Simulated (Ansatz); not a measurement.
Ansatz (an electronic-structure program) input:
A basis named .json is the Basis Set Exchange file of that set.

Ansatz 0.2 input:
```yaml
crystal:
  periodic: [false, false, false]
  atoms:
    - {symbol: Si, position_ang: [-2.13354629, 0.38543092, -0.24339866]}
    - {symbol: C, position_ang: [-0.27429337, 0.26891868, -0.05012854]}
    - {symbol: N, position_ang: [0.54431825, 1.30941375, -0.05878417]}
    - {symbol: C, position_ang: [1.79659392, 0.92780755, 0.09741978]}
    - {symbol: C, position_ang: [2.08475561, -0.38875253, 0.23887461]}
    - {symbol: S, position_ang: [0.57640784, -1.23303643, 0.16269504]}
    - {symbol: H, position_ang: [-2.67234686, -0.99112134, -0.17830554]}
    - {symbol: H, position_ang: [-2.46092344, 0.99825452, -1.54802783]}
    - {symbol: H, position_ang: [-2.69734077, 1.20420876, 0.85045895]}
    - {symbol: H, position_ang: [3.02516890, -0.89253036, 0.37482916]}
basis:
  gaussian:
    orbitals: cc-pwCVTZ.json
magnetization: {spin_polarized: true, initial_magnetization: 1}
correlation: {method: ccsd_t, frozen_orbitals: {C: 0, H: 0, N: 0, S: 1, Si: 1}}
```

Q: Predict the final energy.

A: -858.60530 Eh (CCSD(T,core; 1s of Na to Cl frozen)/cc-pwCVTZ).

It need not be the lowest isomer of its formula.

The determinant is spin-contaminated: <S^2> is 1.16 against 0.75 for a pure state.
